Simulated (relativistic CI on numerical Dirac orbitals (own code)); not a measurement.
One change at a time: S12+

Base calculation: Dirac-Coulomb-Breit CI, orbitals from a KLI potential per configuration, QED by a radiative potential, unscaled Slater integrals.

Configuration list (outside the closed core 1s2): 2s², 2s2p, 2p², 2p3s, 2p3p, 2s3s, 2s3p, 2s3d, 2s4s, 2s4p, 2s4d, 2s4f, 2s5s, 2s5p, 2s5d, 2s5f, 2s5g, 3s², 3s3p, 3p². Levels of other configurations are missing.

Variants: (1) valence Slater integrals scaled by 0.9; (2) configuration mixing switched off; (3) one mean potential for all configurations. Shifts of the energy above 2s² ¹S0, in eV, for the lowest level and the first level of each name with at least 55 % of one term (blank where a level changes its place among those of its configuration and J or its character, or is not in the variant):

```csv
Level,Base,Δ(1),Δ(2),Δ(3)
2s² ¹S0,0.000,0.000,0.000,0.000
2s2p ³P°0,24.839,-0.242,-5.047,-0.024
2s2p ³P°1,25.369,-0.244,-5.046,-0.024
2s2p ³P°2,26.565,-0.240,-5.046,-0.024
2s2p ¹P°1,49.957,-2.634,-4.976,-0.028
2p² ³P0,65.235,-0.458,-5.073,+0.002
2p² ³P1,65.915,-0.445,-5.042,+0.001
2p² ³P2,66.917,-0.456,-5.036,-0.001
2p² ¹D2,73.949,-1.130,-4.557,+0.020
2p² ¹S0,91.146,-3.206,-9.793,-0.030
2s3s ³S1,373.165,-0.522,-4.068,+0.125
2s3s ¹S0,377.846,-0.950,-3.235,+0.046
2s3p ¹P°1,384.965,-0.628,,+0.054
2s3p ³P°0,385.195,-0.770,-4.918,+0.050
```

At this charge energies of transitions that change n are usually good to better than 1 %, and those within a shell (Δn = 0) to a few per cent.

Ionisation energy from the two ground configurations alone: base 646.811 eV. The NIST ASD value (semi-empirical) is 651.96 eV.
